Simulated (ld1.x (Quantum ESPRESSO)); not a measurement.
**u(r) = r·R(r): atom against pseudo-atom (aluminium (Al))**

Columns: radius, all-electron u(r) and pseudo u(r) of the 3s shell (level -7.81 eV) of aluminium in the configuration [Ne] 3s2 3p1; LDA (PZ), non-relativistic, RRKJ scheme, ld1.x (Quantum ESPRESSO) 7.5.

| r (bohr) | all-electron | pseudo |
| --- | --- | --- |
| 0.108 | 0.1101 | 0.0354 |
| 0.215 | -0.1090 | 0.0694 |
| 0.322 | -0.2607 | 0.1016 |
| 0.430 | -0.3017 | 0.1315 |
| 0.538 | -0.2596 | 0.1590 |
| 0.645 | -0.1701 | 0.1849 |
| 0.752 | -0.0581 | 0.2119 |
| 0.860 | 0.0610 | 0.2433 |
| 0.968 | 0.1759 | 0.2823 |
| 1.075 | 0.2801 | 0.3309 |
| 1.182 | 0.3717 | 0.3893 |
| 1.290 | 0.4506 | 0.4539 |
| 1.398 | 0.5158 | 0.5160 |
| 1.505 | 0.5676 | 0.5676 |
| 1.612 | 0.6077 | 0.6077 |
| 1.720 | 0.6374 | 0.6374 |
| 1.828 | 0.6576 | 0.6576 |
| 1.935 | 0.6693 | 0.6693 |
| 2.042 | 0.6739 | 0.6739 |
| 2.150 | 0.6723 | 0.6723 |
| 2.258 | 0.6656 | 0.6656 |
| 2.365 | 0.6547 | 0.6547 |
| 2.472 | 0.6403 | 0.6403 |
| 2.580 | 0.6230 | 0.6230 |
| 2.688 | 0.6035 | 0.6035 |
| 2.795 | 0.5825 | 0.5825 |

(1) How many radial nodes do the two functions have?

(2) At about which radius was the pseudo-wave matched?

(3) Is the pseudo-wave norm-conserving?

Results:

(1) The all-electron 3s function has n − l − 1 = 2; the pseudo-wave has 0, since the states of the same l below it are removed with the core.

(2) 1.50 bohr, where the columns begin to agree (steps of 0.11 bohr).

(3) Yes: the RRKJ scheme keeps the norm inside the radius equal to the all-electron one, which fixes the energy derivative of the logarithmic derivative at the level.
